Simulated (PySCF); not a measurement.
PySCF input:

```python
from pyscf import gto, scf, mp, cc as ccmod

mol = gto.M(
    atom='''
    Si    1.42832667    0.70344533    0.02684706
    C     0.22166098   -0.72621441   -0.12660386
    Si   -1.58733034   -0.26472415    0.06857072
    H     2.82644347    0.23993112   -0.14680923
    H     1.14071003    1.72787827   -1.00555719
    H     1.30452034    1.33513403    1.36237493
    H     0.47419056   -1.47992848    0.62534569
    H     0.35930005   -1.19753255   -1.10445823
    H    -1.97764760    0.72081203   -0.96794587
    H    -1.81944235    0.33975544    1.40227642
    H    -2.45775284   -1.45812919   -0.06515268
    ''',
    basis='cc-pvdz',
    charge=0,
    spin=0,
    verbose=4,
)

mf = scf.RHF(mol)
mf.conv_tol = 1e-10
mf.max_cycle = 100
mf.kernel()
mp2 = mp.MP2(mf, frozen=11).run()
cc = ccmod.CCSD(mf, frozen=11)
cc.max_cycle = 100
cc.kernel()
et = cc.ccsd_t()
print(f'E(CCSD(T)) = {cc.e_tot + et:.9f}')
```

### Question
Which total energy does the run end on?

### Answer
-620.81595 Eh (CCSD(T)/cc-pVDZ).
